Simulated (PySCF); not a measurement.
Method: PBE0-D3(BJ)/def2-TZVP in PySCF. Gas-phase values, no solvent. One relaxed conformer stands for a flexible species; it need not be the lowest. 

Reference species (SMILES): `Cl[C]Cl` (excited triplet) (neutral, multiplicity 3).

The highest occupied spin orbital comes out as -6.13 eV.

Changed species: `Cl[C]B` (excited triplet) (X = boryl, multiplicity 3; the reference has X = chloro, multiplicity 3).

### Question
Give the shifts of the highest occupied spin orbital.

### Answer
the highest occupied spin orbital decreases by 0.95 eV, to -7.08 eV.
